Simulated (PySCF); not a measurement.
Electron correlation in O (oxygen, neutral)

[He] 2s2 2p4, high-spin 3P determinant. Computed with PySCF 2.14 in dyall-acv3z (15s9p4d2f, 76 functions), with no relativity, point nucleus. Frozen: nothing; 8 electrons correlated; the 5 highest virtual orbitals of each spin left out.

```
  level  correlation energy (mhartree)
   CCSD                        -220.97
    (T)                          -3.83
CCSD(T)                        -224.80
```

Diagnostics: T1 = 0.0065, D1 = 0.0120, largest double amplitude 0.026.

Task: Is a single reference adequate?

Result: Yes: T1 lies below 0.03 and no double amplitude reaches 0.07.
